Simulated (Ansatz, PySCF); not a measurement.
Caution: the highest occupied level lies above zero, so the state may not be bound. This triplet is an excited state, 1.42 eV above the relaxed singlet at the level frozen-core CCSD(T)/aug-cc-pVTZ // PBE0-D3(BJ)/def2-TZVPD (Ansatz, a first-principles code).

**CAlClN, SMILES `N#[C][Al-][Cl]` (excited triplet) (charge -1, multiplicity 3)**

The numbers are results of PySCF 2.14.0 with PBE-D3(BJ)/def2-TZVPD // PBE0-D3(BJ)/def2-TZVPD, not measurements.

| Quantity | Value |
|---|---|
| highest occupied spin orbital | 1.28 eV |
| total energy | -795.1838 Ha |
| cost | very roughly 4 core-minutes |

Bonded distances (Å): N1–C2 1.164, C2–Al3 1.953, Al3–Cl4 2.197. Angles (°): N1–C2–Al3 176.8, C2–Al3–Cl4 114.4.
Charge -1, spin multiplicity 3.
